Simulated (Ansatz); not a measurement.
System: CPt, net charge 0, singlet state. SMILES: [C][Pt]
Geometry from a B3LYP-D3(BJ)/def2-TZVP (Ansatz, an electronic-structure program) optimisation:
```xyz
2

Pt     0.0000     0.0000    -0.1197
C      0.0000     0.0000     1.5562
```
Charge 0, spin multiplicity 1.

Wanted: vertical electron affinity (to the doublet state of charge -1; a negative value means that the extra electron is unbound and the number depends on the basis; each state is the SCF solution reached for its spin; the UHF <S^2> is 1.27 for the doublet (pure: 0.75); for the doublet T1 is 0.083; for the singlet the Hartree-Fock reference is unstable and T1 is 0.042), in eV. Cores are frozen in the correlated levels unless marked. Open shells are spin-unrestricted. No spin-orbit coupling. The frozen core is the preceding noble-gas configuration, with the filled d and f shells of earlier blocks. In def2 rows, elements after Kr have scalar-relativistic effective core potentials. Anions need diffuse functions: def2-D sets add few. 

| level | program | vertical electron affinity (eV) |
|---|---|---|
| PBE/def2-TZVPD | Ansatz | 1.01 |
| r2SCAN/def2-TZVPD | Ansatz | 1.07 |
| CAM-B3LYP/def2-TZVPD | Ansatz | 1.07 |
| wB97M-V/def2-TZVPD | Ansatz | 0.91 |
| wB97X-V/def2-TZVPD | Ansatz | 0.91 |
| CCSD/def2-SVPD | Ansatz | 0.57 |
| CCSD/def2-TZVPPD | Ansatz | 0.72 |
| CCSD(T)/def2-SVPD | Ansatz | 0.52 |
| CCSD(T)/def2-TZVPPD | Ansatz | 0.69 |
